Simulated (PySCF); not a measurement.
## Structure elucidation problem

The spectra below were simulated for a compound C$_{7}$H$_{11}$PS.

1H NMR (400 MHz, computed): δ 6.28 (m, 2H), 5.88 (m, 2H), 2.58 (m, 1H), 1.48 (m, 3H), 1.16 (d, 3H).

13C{1H} NMR (computed): δ 154.5, 135.0, 36.7, 29.0, 21.4.

- PBE0-D3(BJ)/def2-SVP structure
- NMR shieldings at CAM-B3LYP/pcSseg-1/GIAO
- run in PySCF
- single conformer, no relativistic terms, rapidly exchanging positions averaged, isolated molecule

Shifts are taken against calculated references (same method and geometry level): TMS for 1H (σ = 31.33 ppm), 13C (σ = 182.45 ppm).

**Question.** Propose a structure and justify it.

**Answer.** 
5 carbon signals for 7 carbons: some carbons are equivalent by symmetry or fast rotation. Carbon types of the structure: 5 × CH, 2 × CH3, which accounts for all hydrogens. δC 154.5, 135.0: alkene CH; as expected for a trigonal carbon in a double bond. δC 36.7: allylic sp3 CH; a saturated carbon with 3 carbon neighbours and no heteroatom attached. δC 21.4: methyl carbon; a saturated carbon with 1 carbon neighbour and no heteroatom attached. δH 6.28, 5.88: hydrogen on an alkene CH; a vinylic proton, deshielded by the sp2 carbon and the C=C anisotropy. δH 2.58: hydrogen on an allylic sp3 CH; allylic position. δH 1.48: hydrogen on a methyl carbon bonded to P. δH 1.16: hydrogen on a methyl carbon.

Structure: SMILES C[P@]1(=S)C=C[C@@H](C)C=C1.

The shifts were computed for this structure.

Splittings by 31P in the carbon and heteronuclear signals aren't shown, as no couplings were computed. Shifts are as computed, not scaled to solution data. Of 1313 compounds with measured shifts, 239 miss one by over three times the rms of a fit or turn the order of signals round; such compounds aren't used in these exercises. No couplings were computed; multiplicities are counted from neighbouring protons, with m where these are inequivalent, close in shift, in a saturated or five-membered ring or joined by F or P, and br s for small geminal =CH2 splittings.
